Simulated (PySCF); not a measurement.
**Excitation energy of Pb(2+) by level of theory**

Pb(2+) [Xe] 4f14 5d10 6s2 (1S) → Pb(2+) [Xe] 4f14 5d10 6s1 6d1, s spin flipped, as a difference of total energies. All numbers are calculated (PySCF 2.14, scalar relativity through the core potential, in aug-cc-pwCVTZ-PP with ECP60MDF (8s7p6d4f1g, 96 functions)). Correlated levels: valence: 5s2 5p6 5d10 frozen. The calculations carry no spin-orbit coupling.

| method | excitation energy (eV) |
| --- | --- |
| UHF | 18.179 |
| MP2 (valence) | 18.507 |
| SCS-MP2 (valence) | 18.572 |

Q: How much does correlation contribute at MP2 (valence)?

A: 18.507 − (18.179) = 0.328 eV, measured against UHF.

The upper determinant mixes two multiplicities, so it lies between the two terms.

The promoted electron is Rydberg-like, and one or two diffuse shells describe it only roughly, which tends to raise the upper state.

The coupled-cluster amplitudes are large for the upper state (T1 above 0.03 or a double amplitude above 0.15), so a single reference is strained.
